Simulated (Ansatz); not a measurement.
The pair A = CH2O (SMILES C=O) (first 4 atoms), B = C2H3N (SMILES CC#N); geometry from B3LYP-D3(BJ)/def2-TZVP.
(charge 0, multiplicity 1):
```xyz
10

C     -0.4693    -0.4553     0.1650
O      0.6649    -0.0557     0.1357
H     -0.7102    -1.5294     0.2560
H     -1.3338     0.2294     0.1021
C      1.2174     0.4143     3.3528
C     -0.1474    -0.0736     3.2675
N     -1.2242    -0.4622     3.1573
H      1.2377     1.4018     3.8140
H      1.8260    -0.2675     3.9469
H      1.6310     0.4796     2.3449
```

Frozen-core correlation. MP2 and its Hartree–Fock in aug-cc-pVTZ are density fitted.

The values were computed with Ansatz (Gaussian orbitals). 

The counterpoise-corrected interaction energy is E(AB) − E(A in the pair's basis) − E(B in the pair's basis). Total energies (hartree):

```json
[
 {"level": "HF/aug-cc-pVDZ", "AB": "-245.8333145", "A in the pair's basis": "-113.8856319", "B in the pair's basis": "-131.9436052"},
 {"level": "MP2/aug-cc-pVDZ", "AB": "-246.6069000", "A in the pair's basis": "-114.2191517", "B in the pair's basis": "-132.3813078"},
 {"level": "HF/aug-cc-pVTZ", "AB": "-245.8932659", "A in the pair's basis": "-113.9140632", "B in the pair's basis": "-131.9751474"},
 {"level": "MP2/aug-cc-pVTZ", "AB": "-246.8212584", "A in the pair's basis": "-114.3165874", "B in the pair's basis": "-132.4974890"},
 {"level": "CCSD(T)/aug-cc-pVDZ", "AB": "-246.6724202", "A in the pair's basis": "-114.2455384", "B in the pair's basis": "-132.4207951"}
]
```

Q: Work out the counterpoise-corrected interaction energy at the basis-set limit: extrapolate the MP2 correlation part as X⁻³, take Hartree–Fock from the larger set, and add the CCSD(T) − MP2 difference of aug-cc-pVDZ.

A: 
1. Differences (1 hartree = 627.509 kcal/mol): HF/aug-cc-pVDZ -2.559; MP2/aug-cc-pVDZ -4.041; HF/aug-cc-pVTZ -2.545; MP2/aug-cc-pVTZ -4.507; CCSD(T)/aug-cc-pVDZ -3.819.
2. Correlation parts, MP2 less HF: -1.483 in aug-cc-pVDZ (X = 2), -1.962 in aug-cc-pVTZ (X = 3).
3. Limit (3³·(-1.962) − 2³·(-1.483))/(3³ − 2³) = -2.164; with HF/aug-cc-pVTZ it gives -4.708.
4. CCSD(T) less MP2 in aug-cc-pVDZ: 0.222.
Result: -4.49 kcal/mol, against -4.04 at MP2/aug-cc-pVDZ. It is an estimate of this method's limit, not of the exact value.

Ansatz is a first-principles code.
